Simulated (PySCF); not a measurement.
Input file for PySCF: R-B3LYP/LANL2DZ on CH7ISi (a complex), monomers drawn apart or pushed together.

```python
from pyscf import gto, scf, dft, mp
from pyscf.data.elements import chemcore

mol = gto.M(
    atom='''
    Si    0.20331064   -1.37407707    1.33719304
    I    -0.54154177    0.91006252    0.81056812
    H     0.36378712   -2.10872982    0.06698413
    H    -0.82273715   -2.01560807    2.18061796
    H     1.48993111   -1.29052714    2.05362554
    C     0.15710558   -0.40092606    6.47437223
    H    -0.70051500   -1.05667612    6.33021243
    H     1.07641362   -0.97854383    6.38603400
    H     0.14439307    0.38308334    5.71879486
    H     0.10635316    0.04860027    7.46499914
    ''',
    basis='lanl2dz',
    ecp={'I': 'lanl2dz', 'Si': 'lanl2dz'},
    charge=0, spin=0, verbose=3, max_memory=1800)
mf = dft.RKS(mol, xc='b3lyp')
mf.conv_tol = 1e-8
mf.max_cycle = 100
mf.kernel()
if not mf.converged:
    mf = mf.newton().run(mf.mo_coeff, mf.mo_occ)
```

It printed:

```
converged SCF energy = -57.5913403320657
```

The calculation finished and met its thresholds.

Cost: very roughly 4 core-seconds.
